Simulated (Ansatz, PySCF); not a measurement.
The PySCF input:
```python
from pyscf import gto, scf

mol = gto.M(
    atom='''
F     3.10538683   -0.15570078    0.75649985
C     2.24939570   -0.20655012   -0.24534040
F     2.85028604   -0.39580561   -1.40387445
C     0.90895577   -0.08245911   -0.10117512
C    -0.29917515    0.03723748    0.02952940
C    -1.73824160    0.16156893    0.18955514
F    -2.06602999    0.47872386    1.44778435
F    -2.25393557    1.11115275   -0.60603344
F    -2.38299715   -0.97823499   -0.10942234
''',
    basis='sto-3g',
    spin=1,
    verbose=4,
)

mf = scf.UHF(mol)
mf.kernel()
```

**Question.** Convert this to an input for Ansatz (a first-principles code).

**Answer.** This is not unique; one that fits is 
Ansatz 0.2 input:
```yaml
crystal:
  periodic: [false, false, false]
  atoms:
    - {symbol: F, position_ang: [3.10538683, -0.15570078, 0.75649985]}
    - {symbol: C, position_ang: [2.24939570, -0.20655012, -0.24534040]}
    - {symbol: F, position_ang: [2.85028604, -0.39580561, -1.40387445]}
    - {symbol: C, position_ang: [0.90895577, -0.08245911, -0.10117512]}
    - {symbol: C, position_ang: [-0.29917515, 0.03723748, 0.02952940]}
    - {symbol: C, position_ang: [-1.73824160, 0.16156893, 0.18955514]}
    - {symbol: F, position_ang: [-2.06602999, 0.47872386, 1.44778435]}
    - {symbol: F, position_ang: [-2.25393557, 1.11115275, -0.60603344]}
    - {symbol: F, position_ang: [-2.38299715, -0.97823499, -0.10942234]}
basis:
  gaussian:
    orbitals: STO-3G
hamiltonian:
  xc: hf
magnetization: {spin_polarized: true, initial_magnetization: 1}
accuracy: high
```

Both were run: PySCF gave -639.695956 Eh and Ansatz -639.695957 Eh, 0.000 mEh apart.
